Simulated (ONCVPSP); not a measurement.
# How hard is this Al ONCV potential?

ONCVPSP 4.0.1 input, shortened (lines: element, Z, core and valence counts, functional; n l f; lmax; l rc ep ncon nbas qcut; lloc lpopt rc5 dvloc0; l nproj debl; icmod fcfact rcfact), PBE, scalar-relativistic:

```
  Al 13.00    3    2        4      upf
    1    0    2.00
    2    0    2.00
    2    1    6.00
    3    0    2.00
    3    1    1.00
    2
    0    1.55    0.00    3    6    4.30
    1    2.20    0.00    4    7    3.30
    2    2.35    0.02    4    8    4.40
    4    3    1.30    2.00
    0    1    2.80
    1    1    2.20
    2    1    3.10
    3    2.75    1.60
```

Q: For each optimised wave give the share of its norm inside rc, the residual kinetic energy above qcut (Ha) and the cutoffs (Ha) for errors of 10, 1, 0.1 and 0.01 mHa per electron.

A:

```json
{"wave": "3s", "norm inside rc": "0.139", "residual KE": "2.1e-04", "10 mHa": "3.6", "1 mHa": "6.1", "0.1 mHa": "50.2", "0.01 mHa": "84.0"}
{"wave": "3p", "norm inside rc": "0.208", "residual KE": "5.7e-05", "10 mHa": "1.3", "1 mHa": "2.0", "0.1 mHa": "4.6", "0.01 mHa": "12.3"}
{"wave": "d projector 1", "norm inside rc": "0.003", "residual KE": "5.9e-07", "10 mHa": "0.1", "1 mHa": "1.0", "0.1 mHa": "3.4", "0.01 mHa": "6.4"}
```

The occupied waves need 6.1 Ha and 50 Ha for 1 and 0.1 mHa. Rows with under 1 % of the norm inside rc give no meaningful cutoff.
